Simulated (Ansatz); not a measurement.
`[TeH]C1=NC1` + H₂O → `OC1=NC1` + H₂Te at 298.15 K and 1 bar (formal hydrolysis of a C–Te bond).

Isolated molecules relaxed with PBE0-D4/def2-TZVP in Ansatz; ΔE leaves out vibrations. CCSD(T)/CBS is the MP2 limit (def2-TZVPP, def2-QZVPP) plus CCSD(T) − MP2 in def2-TZVPP, frozen cores. This one scheme is used for every species. def2 core potentials past Kr. For Te outer-core shells are correlated without core-valence functions, which leaves a few kJ/mol of doubt a bond. One conformer a species, not always the lowest.

| species | CCSD(T)/CBS energy (Eh) | H − E (kJ/mol) | S (J/(mol·K)) |
| --- | --- | --- | --- |
| `[TeH]C1=NC1` | -400.24331 | 127.7 | 311.4 |
| H₂O | -76.37941 | 66.4 | 188.7 |
| `OC1=NC1` | -207.69976 | 146.9 | 268.6 |
| H₂Te | -268.91024 | 41.3 | 228.4 |

H − E and S are ideal-gas, rigid-rotor, harmonic terms from PBE0-D4/def2-TZVP, for one conformer and one mirror image of each species. 1 Eh = 2625.50 kJ/mol, R = 8.31446 J/(mol·K).

Q: By hand: ΔE, ΔH, ΔS and ΔG.

A: ΔE = (-207.69976) + (-268.91024) − (-400.24331) − (-76.37941) = 0.01272 Eh = 33.4 kJ/mol. Δ(H − E) = 146.9 + 41.3 − 127.7 − 66.4 = -5.9, so ΔH = 27.5 kJ/mol. ΔS = 268.6 + 228.4 − 311.4 − 188.7 = -3.1 J/(mol·K). ΔG = 27.5 − 298.15 × (-3.1)/1000 = 28.4 kJ/mol.

Q: By hand: the equilibrium constant, and the temperature at which ΔG would vanish if ΔH and ΔS stayed fixed.

A: log₁₀ K = −ΔG/(RT ln 10) = -5.0. ΔH and −TΔS have one sign here, so there is no such temperature. One of them is within its doubt of zero, so this could turn.

The number of gas molecules stays the same, so ΔS is small and ΔH decides. A doubt of 5 kJ/mol in ΔE shifts log₁₀ K by 0.9 here. Other conformers and mirror images would add mixing entropy, several J/(mol·K) or more a flexible species. These are equilibria of isolated gas molecules and say nothing of rates. Largest T1 diagnostic: 0.013 (customary marks: 0.02 for closed shells, 0.045 for open ones).
